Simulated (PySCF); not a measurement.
**Radial density of N⁺ (nitrogen, charge +1)**

UHF, [He] 2s1 2p2 3d1, one real determinant (an excited configuration). Calculation: PySCF 2.14, in aug-cc-pVTZ (5s4p3d2f, 46 functions); no relativity, point nucleus.

```csv
r (bohr),4πr²ρ (e/bohr),4πr²(ρα − ρβ)
0.00424,0.04307,0.0013
0.00713,0.1175,0.0035
0.0120,0.3096,0.0093
0.0202,0.7829,0.0234
0.0339,1.827,0.0545
0.0571,3.758,0.1112
0.0960,6.229,0.1819
0.161,7.279,0.2250
0.272,4.947,0.3274
0.457,2.264,1.0928
0.768,2.489,2.4269
1.29,1.974,1.9740
2.17,0.6211,0.6211
3.66,0.3511,0.3511
6.15,0.004975,0.0050
```

⟨L²⟩ = 7.99 against 12 for a pure F term, so this real determinant mixes terms. The outer electron is Rydberg-like, and this basis confines it to a smaller radius and binds it less than a complete one would.
